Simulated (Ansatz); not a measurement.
B6H4Cl2⁻, that is [closo-1,2-(Cl)2B6H4]2- with one electron fewer. Total charge -1; doublet. Geometry PBE-D4/def2-SVPD, that of the charge -2 singlet; atoms count from 1.

```xyz
12

B     0.810    0.492   -0.660
B     0.851   -0.579    0.708
B    -0.149   -0.929   -0.668
B    -0.892   -0.453    0.809
B     0.082    0.990    0.818
B    -0.920    0.624   -0.570
Cl    2.124    1.204   -1.810
H     1.729   -1.175    1.317
Cl   -0.311   -2.405   -1.833
H    -1.747   -0.933    1.542
H     0.202    1.956    1.560
H    -1.780    1.208   -1.214
```

Q: Estimate the Mulliken populations from the PBE0/def2-TZVPD orbitals of Ansatz.

A: 
| atom | charge (e) | spin (α − β) |
| --- | --- | --- |
| B1 | 0.37 | 0.10 |
| B2 | -0.27 | 0.19 |
| B3 | 0.37 | 0.10 |
| B4 | -0.07 | 0.14 |
| B5 | -0.07 | 0.14 |
| B6 | -0.27 | 0.19 |
| Cl7 | -0.58 | 0.07 |
| H8 | 0.00 | 0.00 |
| Cl9 | -0.58 | 0.07 |
| H10 | 0.04 | -0.01 |
| H11 | 0.04 | -0.01 |
| H12 | 0.00 | 0.00 |
Mulliken values depend strongly on the basis. With diffuse functions, as here, like atoms can get unlike values, and bond orders can come out too low or too high.

Q: Where does the spin sit?

A: Summed by element: B 0.87, Cl 0.15, H -0.02, of 1 unpaired in all. Largest on single atoms: B6 0.19, B2 0.19, B4 0.14.

Q: And the Mayer bond orders between heavy atoms (over 0.3)?

A: B1–B2 0.70 (1.74 Å); B1–B3 0.90 (1.71 Å); B1–B4 0.66 (2.44 Å); B1–B5 0.93 (1.72 Å); B1–B6 0.70 (1.74 Å); B1–Cl7 0.44 (1.89 Å); B2–B3 0.70 (1.74 Å); B2–B4 0.61 (1.75 Å); B2–B5 0.61 (1.75 Å); B2–B6 1.40 (2.49 Å); B3–B4 0.93 (1.72 Å); B3–B5 0.66 (2.44 Å); B3–B6 0.70 (1.74 Å); B3–Cl9 0.44 (1.89 Å); B4–B5 1.00 (1.74 Å); B4–B6 0.61 (1.75 Å); B5–B6 0.61 (1.75 Å).
